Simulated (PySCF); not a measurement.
## Ionisation energy of Sc⁺ by level of theory

Sc⁺ [Ar] 3d1 4s1 (3D) → Sc²⁺ [Ar] 3d1 (2D), as a difference of total energies. Computed with PySCF 2.14 in def2-TZVPPD, with no relativity, point nucleus. Correlated levels: valence: [Ar] frozen; valence and next inner shell: [Ne] frozen. The calculations carry no spin-orbit coupling.

| method | ionisation energy (eV) |
| --- | --- |
| UHF | 12.160 |
| LDA | 13.190 |
| PBE | 13.034 |
| PBE0 | 12.864 |
| r2SCAN | 12.814 |
| M06-2X | 12.688 |
| PBEsol | 12.955 |
| M06-L | 12.018 |
| HSE06 | 12.898 |
| MP2 (valence) | 12.241 |
| SCS-MP2 (valence) | 12.187 |
| MP2 (valence and next inner shell) | 12.694 |
| SCS-MP2 (valence and next inner shell) | 12.571 |

How much does correlation contribute at MP2 (valence and next inner shell)?

12.694 − (12.160) = 0.534 eV, measured against UHF.

These non-relativistic numbers lack the scalar-relativistic shift.

Errors of the correlated levels include the incompleteness of this basis and the frozen core.

For comparison: 12.800 eV (measured; NIST Atomic Spectra Database, ionization energies).
